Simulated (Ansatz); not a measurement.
Input for Ansatz (development build ahead of 0.2.0):

```yaml
crystal:
  periodic: [false, false, false]
  atoms:
    - { symbol: C, position_ang: [1.01823, 0.0, 0.0] }
    - { symbol: C, position_ang: [0.0, 1.01823, 0.0] }
    - { symbol: C, position_ang: [-1.01823, 0.0, 0.0] }
    - { symbol: C, position_ang: [0.0, -1.01823, 0.0] }
    - { symbol: F, position_ang: [2.35823, 0.0, 0.0] }
    - { symbol: F, position_ang: [0.0, 2.35823, 0.0] }
    - { symbol: F, position_ang: [-2.35823, 0.0, 0.0] }
    - { symbol: F, position_ang: [0.0, -2.35823, 0.0] }
basis:
  gaussian: { orbitals: def2-SVP }
magnetization:
  spin_polarized: true
hamiltonian:
  xc: hf
```

The input is written out in the form of the current development build from the run's settings.

The run gave:

| Quantity | Value |
| --- | --- |
| Converged | yes |
| Total energy | -548.60193 hartree |
| Spin squared of the determinant | 1.239 |
| Stability test | minimum |

Caution: the unrestricted determinant is a mixture of spin states.
